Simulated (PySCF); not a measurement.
Isomers of C6H11F3, one conformer each; single-point electronic energies without zero-point terms and without any empirical dispersion term.

All values: PBE0/pcSseg-1 (PySCF, non-relativistic), each on one gas-phase PBE0-D3(BJ)/def2-SVP geometry that isn't relaxed in the solvent. The solvent is an IEF-PCM continuum (van der Waals radii × 1.2). Only the electrostatic response of the medium enters.

```tsv
isomer	relative energy, gas (kcal/mol)	dipole (D)
`CC(C)[C@H](C)C(F)(F)F`	0.0	2.29
`C[C@@H](CF)[C@@H](C)C(F)F`	14.9	1.91
`CC(C)(CF)[C@H](F)CF`	23.3	2.05
```

Task: How do the relative energies look in tetrahydrofuran (ε = 7.426)?

Result: 
```json
{"isomer": "`CC(C)[C@H](C)C(F)(F)F`", "relative energy, solvent (kcal/mol)": "0.0", "E(solvent) − E(gas) (kcal/mol)": "-2.0", "dipole in solvent (D)": "2.69"}
{"isomer": "`C[C@@H](CF)[C@@H](C)C(F)F`", "relative energy, solvent (kcal/mol)": "13.0", "E(solvent) − E(gas) (kcal/mol)": "-3.9", "dipole in solvent (D)": "2.31"}
{"isomer": "`CC(C)(CF)[C@H](F)CF`", "relative energy, solvent (kcal/mol)": "21.3", "E(solvent) − E(gas) (kcal/mol)": "-3.9", "dipole in solvent (D)": "2.51"}
```

The order is unchanged. Conformers: `[CH3:1][CH:2]([CH3:3])[C@H:4]([CH3:5])[C:6]([F:7])([F:8])[F:9]` with C1–C2–C4–C5 -73°; `[CH3:1][C@@H:2]([CH2:3][F:4])[C@@H:5]([CH3:6])[CH:7]([F:8])[F:9]` with C1–C2–C3–F4 -178°, C1–C2–C5–C6 -50°, C2–C5–C7–F8 51°; `[CH3:1][C:2]([CH3:3])([CH2:4][F:5])[C@H:6]([F:7])[CH2:8][F:9]` with C1–C2–C4–F5 -179°, C1–C2–C6–F7 57°, C2–C6–C8–F9 -74°. The gains span 1.9 kcal/mol, the gas-phase energies 23.3 kcal/mol.
